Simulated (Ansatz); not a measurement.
Cost and result for the atomization energy of `C#[C][Ge]([F])([F])[O]C` (11 atoms, 10 bonds).

```xyz
11

C     0.982   -1.417   -2.840
C     0.615   -1.133   -1.732
Ge    0.043   -0.703   -0.009
F    -1.447   -1.473    0.358
F     1.125   -1.321    1.173
O    -0.121    1.011    0.189
C    -0.544    1.556    1.432
H     1.309   -1.670   -3.824
H    -1.545    1.206    1.702
H    -0.570    2.639    1.313
H     0.153    1.305    2.237
```

The species carries charge 0 and has multiplicity 1. Correlated methods include outer-core shells of Ge, which these sets cover unevenly. Scalar relativity is left out up to krypton. Geometry: relaxed with PBE0-D4/def2-TZVP. It is one conformer, not always the lowest. Program: Ansatz. All runs use 3 threads of an AMD EPYC 7R13 on a shared host and a share of an NVIDIA H100 80 GB. Times are those of one run each, without the atoms' runs, and a repeat can differ threefold. Electronic energies, without spin–orbit coupling; frozen cores. CCSD(T)/CBS adds CCSD(T) − MP2 in def2-TZVPP to the MP2 limit, and its time is that of the two runs behind it. T1 = 0.013. With those shells the extrapolation isn't a true limit.

CCSD(T)/CBS is a level of theory with its own doubt, some kJ/mol a heavy atom from the limit and from the frozen cores, so smaller differences don't rank the functionals.

```
                           level  functions  wall time
               B2PLYP/def2-TZVPP        290      3.7 s
                  MP2/def2-QZVPP        551      4.3 s
                CCSD(T)/def2-SVP        136      4.7 s
            revPBE-D4/def2-TZVPP        290      5.5 s
         CAM-B3LYP-D4/def2-TZVPP        290        7 s
ωB97M-V/def2-TZVPP (with forces)        290        7 s
             PBE-QIDH/def2-TZVPP        290      7.5 s
             BHLYP-D4/def2-TZVPP        290        8 s
              CCSD(T)/def2-TZVPP        290      9.5 s
 PBE-D4/def2-TZVPP (with forces)        290       10 s
               B97M-V/def2-TZVPP        290       11 s
          LDA (SPW92)/def2-TZVPP        290       12 s
               CCSD(T)/CBS(def2)          –       14 s
```

(1) What atomization energy does each give, and how far from CCSD(T)/CBS? (Estimate.)

Answers

(1) The calculation gave: 
| level | atomization (kJ/mol) | difference from CCSD(T)/CBS | per bond |
| --- | --- | --- | --- |
| B2PLYP/def2-TZVPP | 4490.4 | -52.5 | -5.2 |
| MP2/def2-QZVPP | 4659.0 | 116.1 | 11.6 |
| CCSD(T)/def2-SVP | 4284.3 | -258.6 | -25.9 |
| revPBE-D4/def2-TZVPP | 4502.2 | -40.7 | -4.1 |
| CAM-B3LYP-D4/def2-TZVPP | 4534.7 | -8.2 | -0.8 |
| ωB97M-V/def2-TZVPP (with forces) | 4522.8 | -20.1 | -2.0 |
| PBE-QIDH/def2-TZVPP | 4504.1 | -38.8 | -3.9 |
| BHLYP-D4/def2-TZVPP | 4314.7 | -228.2 | -22.8 |
| CCSD(T)/def2-TZVPP | 4432.3 | -110.6 | -11.1 |
| PBE-D4/def2-TZVPP (with forces) | 4649.4 | 106.5 | 10.7 |
| B97M-V/def2-TZVPP | 4532.5 | -10.4 | -1.0 |
| LDA (SPW92)/def2-TZVPP | 5268.7 | 725.8 | 72.6 |
| CCSD(T)/CBS(def2) | 4542.9 | 0.0 | 0.0 |

At CCSD(T), def2-SVP lies −258.6 kJ/mol from the extrapolated value and def2-TZVPP −110.6 kJ/mol: correlation converges slowly with the basis, and small sets miss more of it in the bonded molecule than in its fragments. The D4 term adds +37.8 kJ/mol with B3LYP and +20.0 kJ/mol with PBE0; it sums over pairs of atoms, weighted by their polarisabilities, and B3LYP, whose exchange is more repulsive, gets the larger term. From r2SCAN to r2SCAN0 (25 % exact exchange), in def2-TZVPP and without D4, the atomization energy moves by −118.5 kJ/mol: exact exchange takes away binding that semilocal exchange gives to molecules.

B3LYP here is the variant with VWN-RPA as its local correlation; programs differ in this.
